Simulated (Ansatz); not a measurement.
Si3O3⁻. Total charge -1; doublet. Geometry r2SCAN-D4/def2-SVPD, basis def2-TZVPD, Ansatz.

```xyz
6

Si    0.484   -1.030    1.119
Si    1.218    0.522   -0.352
Si   -1.721    0.140    1.152
O     1.830    1.622   -1.264
O     0.954   -1.102   -0.669
O    -2.766   -0.150    0.014
```

| run | HOMO (eV) | LUMO (eV) |
| --- | --- | --- |
| A | -3.14 | 2.45 |
| B | -1.28 | 0.74 |
| C | -0.74 | 0.47 |
| D | -1.51 | 0.98 |
| E | -0.47 | 0.30 |

B3LYP takes the VWN-RPA correlation. Another isomer (doublet) lies 2.24 eV lower at PBE0-D4/def2-TZVPD; other spin states weren't run for this one.

HOMO and LUMO are taken over both spins.

Problem. The runs used B3LYP, PBE, PBE0, r2SCAN, ωB97M-V. Estimate which is which.

Solution. A ωB97M-V (range-separated); B B3LYP (20 % exact exchange); C r2SCAN (0 % exact exchange); D PBE0 (25 % exact exchange); E PBE (0 % exact exchange). Exact exchange lowers occupied and raises empty levels; among semilocal functionals meta-GGAs tend to open the gap a little, and such runs are hard to tell apart. The gap grows from 0.77 eV (PBE) to 5.59 eV (ωB97M-V).
